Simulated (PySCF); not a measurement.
Compound: C₃H₅BOSe.
Bonds: B1–C2, C2–C3 (double), C3–Se4, Se4–C5, C5–O6, B1–O6. Hydrogens: H7 on B1; H8 on C2; H9 on C3; H10, H11 on C5.

Computed by this run: PBE0-D3(BJ)/def2-SVP geometry optimisation, gas phase (PySCF); density fitting, grid level 1; the optimiser is geomeTRIC in internal coordinates, started from a GFN2-xTB structure with every atom displaced at random (about 0.01 Å).

Step 0: E = -71238.9422 eV
```
atom  x, y, z in Å  |  force x, y, z in eV/Å
B1      0.1740    1.2599   -0.3542   -0.219   0.473  -0.161
C2      1.3091    0.3279    0.0572    0.670   0.656   0.321
C3      1.1701   -0.9995    0.0184    0.557  -0.539   0.256
Se4    -0.4268   -1.8701   -0.3068   -1.092  -0.125  -0.087
C5     -1.5742   -0.3032    0.1670    0.630  -0.153   0.790
O6     -1.1330    0.9036   -0.3613   -0.291  -0.342  -0.149
H7      0.3515    2.3610   -0.7753    0.191   0.418  -0.098
H8      2.3164    0.7342    0.2578   -0.281  -0.154  -0.059
H9      2.0139   -1.6840    0.1780   -0.023   0.003  -0.131
H10    -1.5766   -0.2490    1.2849    0.021  -0.065  -0.498
H11    -2.5889   -0.5078   -0.1786   -0.162  -0.172  -0.183
```

Step 1: E = -71239.0162 eV
```
atom  x, y, z in Å  |  force x, y, z in eV/Å
B1      0.1532    1.2873   -0.3957   -0.084  -0.089   0.078
C2      1.2689    0.3399    0.1149   -0.039   0.028   0.035
C3      1.1403   -1.0006    0.0308   -0.187  -0.083  -0.136
Se4    -0.4894   -1.8600   -0.4205    0.181   0.125   0.172
C5     -1.5236   -0.3148    0.1790   -0.272  -0.093  -0.319
O6     -1.1459    0.8768   -0.4403    0.093   0.072  -0.003
H7      0.3729    2.3869   -0.8403   -0.002   0.042  -0.019
H8      2.2561    0.7277    0.3837    0.048   0.002   0.002
H9      1.9733   -1.6907    0.1802    0.126  -0.073  -0.008
H10    -1.3944   -0.2483    1.2692   -0.008   0.017   0.079
H11    -2.5758   -0.5311   -0.0740    0.143   0.053   0.120
```

Question: Estimate the geometry and energy of step 2. (The exact step hangs on the optimiser's Hessian estimate; all steps are aligned on step 1, rigid shifts and turns removed.)

Answer: E = -71239.0241 eV, largest force 0.142 eV/Å
```
atom  x, y, z in Å  |  force x, y, z in eV/Å
B1      0.1509    1.2810   -0.3817    0.021   0.037  -0.029
C2      1.2752    0.3365    0.1165   -0.025   0.036   0.065
C3      1.1526   -1.0046    0.0253   -0.129  -0.055  -0.021
Se4    -0.4816   -1.8644   -0.3796    0.063   0.020   0.033
C5     -1.5382   -0.3123    0.1689    0.068   0.000   0.013
O6     -1.1477    0.8766   -0.4480    0.025  -0.039  -0.019
H7      0.3706    2.3844   -0.8219    0.010   0.019   0.011
H8      2.2660    0.7266    0.3744   -0.002   0.004  -0.038
H9      1.9962   -1.6928    0.1542   -0.009   0.000  -0.027
H10    -1.4238   -0.2274    1.2621   -0.032  -0.018   0.018
H11    -2.5849   -0.5304   -0.0832    0.010  -0.003  -0.006
```

The energy changes by -0.0079 eV. The first-order estimate −F·Δx gives -0.0160 eV and the mean of the old and new forces, exact on a quadratic surface, -0.0080 eV. The step makes an angle of 71° with the force vector and moves no atom by more than 0.042 Å.

The cost below is that of the whole optimisation. On one thread, Arm Neoverse V1 (aarch64), shared host with 64 logical CPUs at a one-minute load of 35, this took 52 s and 0.54 GiB of memory at its peak.
